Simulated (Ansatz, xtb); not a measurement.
**Two isomers of C6H5FSe**

Structure a is `C=Cc1cc[se]c1F`, a singlet and structure b is `C=Cc1[se]ccc1F`, a singlet. Both are isolated molecules in the gas phase, relaxed with B3LYP-D3(BJ)/def2-SVP; the shapes shown needn't be the lowest conformers.

a (Å):

```xyz
13

C    -0.5702    1.2375   -2.0114
C     0.4764    1.0633   -1.1904
C     0.6495   -0.0268   -0.2318
C    -0.2765   -1.1114    0.0064
C     0.0924   -2.0191    0.9507
C     1.7607   -0.1255    0.5685
F     2.7811    0.7268    0.5717
Se    1.7609   -1.6114    1.7210
H    -1.4184    0.5481   -2.0331
H    -0.6095    2.0876   -2.6962
H     1.2957    1.7884   -1.2158
H    -1.2174   -1.1970   -0.5394
H    -0.4582   -2.9003    1.2759
```

b (Å):

```yaml
atoms:
  - { symbol: C, position_ang: [-1.0845, 1.0104, -2.6772] }
  - { symbol: C, position_ang: [-0.7598, 0.5963, -1.4416] }
  - { symbol: C, position_ang: [0.5663, 0.5401, -0.8608] }
  - { symbol: C, position_ang: [3.0834, 0.5862, -0.1752] }
  - { symbol: C, position_ang: [2.2457, 0.1293, 0.8025] }
  - { symbol: C, position_ang: [0.8744, 0.1110, 0.4105] }
  - { symbol: F, position_ang: [-0.0720, -0.3117, 1.2593] }
  - { symbol: Se, position_ang: [2.1623, 1.0501, -1.7387] }
  - { symbol: H, position_ang: [-0.3303, 1.3601, -3.3891] }
  - { symbol: H, position_ang: [-2.1224, 1.0119, -3.0160] }
  - { symbol: H, position_ang: [-1.5521, 0.2554, -0.7663] }
  - { symbol: H, position_ang: [4.1655, 0.6928, -0.1176] }
  - { symbol: H, position_ang: [2.5706, -0.1948, 1.7921] }
```

Which of the two would you expect CCSD(T)/def2-SVP + ΔMP2/def2-TZVPP electronic energies to favour?

Structure b; the calculation gives E(b) − E(a) = −0.213 eV.

How the difference moves with the method:

```tsv
level	geometry	E(b) − E(a) (eV)	departure from the last row (eV)	job, with rough time for the two
GFN2-xTB	GFN2-xTB	−0.128	+0.085	optimisation, 0.18 s
HF/STO-3G	GFN2-xTB	−0.036	+0.177	single point, 1.2 s
r2SCAN-D4/def2-SVP	GFN2-xTB	−0.237	−0.024	single point, 12 s
B3LYP-D3(BJ)/def2-SVP	B3LYP-D3(BJ)/def2-SVP	−0.228	−0.014	optimisation, 90 s
HF/def2-SVP	B3LYP-D3(BJ)/def2-SVP	−0.222	−0.009	part of the CCSD(T) run
MP2/def2-SVP	B3LYP-D3(BJ)/def2-SVP	−0.245	−0.032	part of the CCSD(T) run
CCSD(T)/def2-SVP	B3LYP-D3(BJ)/def2-SVP	−0.208	+0.005	single point
CCSD(T)/def2-SVP + ΔMP2/def2-TZVPP	B3LYP-D3(BJ)/def2-SVP	−0.213		single point, 6.8 min
```

As drawn, both hold the same kinds of bond in the same numbers.

The levels shown agree on the order. The largest departure from CCSD(T)/def2-SVP + ΔMP2/def2-TZVPP is that of HF/STO-3G, 0.177 eV. The last row adds to CCSD(T) the change of the MP2 difference between the two basis sets, here −0.005 eV.

With thermal terms from frequencies at re-optimised GFN2-xTB minima (ideal gas, soft modes damped towards free rotors, one conformer each, 298.15 K, 1 atm): the zero-point term adds −0.009 eV; ΔH is −0.224 and ΔG −0.217 eV.

The correlated steps freeze 16 core orbitals; the filled d shell of Se is correlated, in a basis made for valence electrons. Programs: Ansatz 0.2.0, xtb 6.7.1; the last row on 2 threads of Arm Neoverse V1 on a shared host.
